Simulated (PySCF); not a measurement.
## Ionisation energy of Sb+ by level of theory

Sb+ [Kr] 4d10 5s2 5p2 (3P) → Sb(2+) [Kr] 4d10 5s2 5p1 (2P), as a difference of total energies. Computed with PySCF 2.14 in aug-cc-pwCVTZ-DK3, with the spin-free X2C one-electron Hamiltonian (Gaussian nucleus). Correlated levels: valence: [Kr] 4d10 frozen. The calculations carry no spin-orbit coupling.

| method | ionisation energy (eV) |
| --- | --- |
| UHF | 16.000 |
| MP2 (valence) | 16.330 |
| SCS-MP2 (valence) | 16.267 |
| CCSD (valence) | 16.362 |
| CCSD(T) (valence) | 16.386 |

How much does correlation contribute at CCSD(T) (valence)?

16.386 − (16.000) = 0.386 eV, measured against UHF.

A first-order spin-orbit estimate (lowest level to lowest level, LS coupling) adds -0.068 eV.

Errors of the correlated levels include the incompleteness of this basis and the frozen core.

For comparison: 16.626 ± 0.025 eV (measured; NIST Atomic Spectra Database, ionization energies).
